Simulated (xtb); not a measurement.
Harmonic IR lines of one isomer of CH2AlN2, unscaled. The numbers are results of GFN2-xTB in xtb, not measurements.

wavenumber (cm⁻¹): 344 (w), 400 (w), 644 (w), 1923 (vs), 3260 (w), 3275 (w)

Say which structure gives these lines.
(A) `[C-]#[N+][Al-][NH2]` (excited triplet)
(B) `[C-]#[N+][Al-][NH2]` (lower singlet)
(C) `N#[C][Al-][NH2]` (excited triplet)
(D) `N#[C][Al-][NH2]` (lower singlet)

C, `N#[C][Al-][NH2]` (excited triplet)
